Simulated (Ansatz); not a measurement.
Kohn–Sham single points on C₂H₅BSn, SMILES `[BH2][SnH2][C]#C`.

```yaml
crystal:
  periodic: [false, false, false]
  atoms:
    - {symbol: B, position_ang: [-1.138473, 1.396521, -0.993425]}
    - {symbol: Sn, position_ang: [0.085490, -0.470209, -0.784417]}
    - {symbol: C, position_ang: [0.771918, -0.707287, 1.174792]}
    - {symbol: C, position_ang: [1.152851, -0.815234, 2.315058]}
    - {symbol: H, position_ang: [-1.606263, 1.682784, -2.053607]}
    - {symbol: H, position_ang: [-1.332140, 2.112803, -0.060184]}
    - {symbol: H, position_ang: [1.472269, -0.452726, -1.781465]}
    - {symbol: H, position_ang: [-0.808960, -1.877527, -1.154656]}
    - {symbol: H, position_ang: [1.491910, -0.915426, 3.320805]}
basis:
  gaussian: {orbitals: def2-TZVPP}
hamiltonian: {xc: r2scan, dispersion: d4}
output: {forces: true, orbitals: {seedname: orbitals}}
```

```sh
$ ansatz run in.yaml --threads 2 --pin off --events-out ev --progress --plain --max-ram 4352MiB
```

It prints (some lines left out):

```
Functional definition: r2SCAN
1212 factors; their error is unknown
mean field evaluation 1: about -8653.5842 eV, gradient 5.3e1 eV
mean field evaluation 2: about -8615.4694 eV, gradient 1.1e2 eV
mean field evaluation 4: about -8660.6358 eV, gradient 1.1e1 eV
mean field evaluation 8: about -8660.9230 eV, gradient 1.1e-1 eV
mean field evaluation 16: about -8660.9091 eV, gradient 8.2e-3 eV
mean field -8660.90914383 eV, -318.2825404607 hartree, gradient 6.3e-5 eV, S^2 0.000000; 0 other end points of the search recorded, 0 dependent functions left out
reference -8660.90916013 eV, -318.2825410597 hartree; 22, 22 occupied and 191, 191 virtual orbitals, 1212 factors
Total energy: -8660.95046611 eV, -318.2840590266 hartree
Atom 0 at    -1.138473     1.396521    -0.993425 Å, force    -0.021591     0.033665    -0.002844 eV/Å
Atom 1 at     0.085490    -0.470209    -0.784417 Å, force    -0.030746     0.038373    -0.024030 eV/Å
Atom 2 at     0.771918    -0.707287     1.174792 Å, force    -0.090066     0.015602    -0.292380 eV/Å
Atom 3 at     1.152851    -0.815234     2.315058 Å, force     0.119633    -0.032698     0.361174 eV/Å
Atom 4 at    -1.606263     1.682784    -2.053607 Å, force     0.017415    -0.013006     0.034698 eV/Å
Atom 5 at    -1.332140     2.112803    -0.060184 Å, force     0.009521    -0.029012    -0.031652 eV/Å
Atom 6 at     1.472269    -0.452726    -1.781465 Å, force    -0.001564    -0.013994     0.004739 eV/Å
Atom 7 at    -0.808960    -1.877527    -1.154656 Å, force     0.014359    -0.004059     0.000373 eV/Å
Atom 8 at     1.491910    -0.915426     3.320805 Å, force    -0.016959     0.005129    -0.050077 eV/Å
Dipole moment:    -0.123118     0.157464    -0.090169 e Å
```

Hardware: 2 threads of an Arm Neoverse V2 on a shared host. Wall time 4.8 s, peak host memory 0.25 GiB.

Changing it to `hamiltonian: {xc: {name: revPBE}, dispersion: d4}` and no forces (abridged; 2.1 s):

```
Functional definition: revPBE
mean field evaluation 16: about -8661.0819 eV, gradient 6.4e-4 eV
mean field -8661.08187585 eV, -318.2888882452 hartree, gradient 4.1e-5 eV, S^2 0.000000
Total energy: -8661.53695516 eV, -318.3056121014 hartree
```

With the line `hamiltonian: {xc: {name: LC-wPBE}}` and no forces (abridged; 2.5 s):

```
Functional definition: LC-wPBE
mean field -8659.31767344 eV, -318.2240550026 hartree, gradient 4.4e-5 eV, S^2 0.000000
Total energy: -8659.31767345 eV, -318.2240550029 hartree
```

Changing it to `hamiltonian: {xc: {name: PBE-QIDH}}` and no forces (abridged; 6.5 s):

```
Functional definition: PBE-QIDH
mean field evaluation 16: about -8643.7363 eV, gradient 9.4e-5 eV
mean field -8643.73629667 eV, -317.6514499676 hartree, gradient 3.4e-6 eV, S^2 0.000000
7 core orbitals not correlated: weight in the atoms' cores, before any rotation towards them, 1.000 or more for the frozen orbitals, at most 0.000 for the correlated occupied ones
second order -22.49195254 eV of doubles, -0.00000000 eV of singles
Total energy: -8651.23363008 eV, -317.9269718886 hartree
```

Changing it to `hamiltonian: {xc: {name: wB97M-V}}` (abridged; 12 s):

```
Functional definition: wB97M-V
mean field evaluation 16: about -8657.8952 eV, gradient 2.7e-5 eV
mean field -8657.89519657 eV, -318.1717799417 hartree, gradient 2.7e-5 eV, S^2 0.000000
Total energy: -8657.89526109 eV, -318.1717823130 hartree
Atom 0 force    -0.053986     0.084053    -0.006379 eV/Å
Atom 1 force    -0.008968    -0.061345    -0.170783 eV/Å
Atom 2 force     0.097372    -0.016578     0.315976 eV/Å
Atom 3 force    -0.056336     0.013109    -0.174635 eV/Å
Atom 4 force     0.066600    -0.035961     0.162503 eV/Å
Atom 5 force     0.025002    -0.103213    -0.145023 eV/Å
Atom 6 force    -0.096456     0.009154     0.071812 eV/Å
Atom 7 force     0.054437     0.103361     0.030378 eV/Å
Atom 8 force    -0.027665     0.007420    -0.083848 eV/Å
Dipole moment:    -0.127703     0.165885    -0.087808 e Å
```

The same input with `hamiltonian: {xc: {name: B2PLYP}}` and no forces (abridged; 6 s):

```
Functional definition: B2PLYP
mean field evaluation 16: about -8645.8090 eV, gradient 5.5e-5 eV
mean field -8645.80904032 eV, -317.7276218919 hartree, gradient 6.0e-6 eV, S^2 0.000000
7 core orbitals not correlated: weight in the atoms' cores, before any rotation towards them, 1.000 or more for the frozen orbitals, at most 0.000 for the correlated occupied ones
second order -24.27356853 eV of doubles, -0.00000000 eV of singles
Total energy: -8652.36309930 eV, -317.9684791168 hartree
```
